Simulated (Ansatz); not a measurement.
NiCl2. The state is a singlet with charge 0. Geometry PBE0-D4/def2-TZVP, basis def2-TZVP, Ansatz.

```xyz
3

Ni   -1.462    0.918    0.237
Cl   -0.372   -0.646   -0.265
Cl    1.835   -0.271    0.029
```

| run | HOMO (eV) | LUMO (eV) |
| --- | --- | --- |
| A | -9.01 | -1.79 |
| B | -6.53 | -3.76 |
| C | -6.27 | -4.03 |
| D | -5.00 | -4.65 |
| E | -4.81 | -4.72 |

LC-ωPBE has ω = 0.4 bohr⁻¹. B3LYP takes the VWN-RPA correlation. In the singlet, Cl2 and Cl3 lie 2.26 Å apart (atoms count from 1), so these atoms are partly bonded to each other. No other spin state of charge 0 was run. Another isomer (triplet) lies 4.39 eV lower at PBE0-D4/def2-TZVP; other spin states weren't run for this one.

**Question.** The runs used B3LYP, LC-ωPBE, PBE, PBE0, r2SCAN. Estimate which is which.

**Answer.** A LC-ωPBE (range-separated); B PBE0 (25 % exact exchange); C B3LYP (20 % exact exchange); D r2SCAN (0 % exact exchange); E PBE (0 % exact exchange). Exact exchange lowers occupied and raises empty levels; among semilocal functionals meta-GGAs tend to open the gap a little, and such runs are hard to tell apart. The gap grows from 0.09 eV (PBE) to 7.22 eV (LC-ωPBE). The restricted singlet is unstable towards broken spin symmetry in Hartree–Fock (as tested in another run); at LC-ωPBE/def2-TZVP, PBE0-D4/def2-TZVP, B3LYP-D4/def2-TZVP, r2SCAN-D4/def2-TZVP and others this wasn't settled.
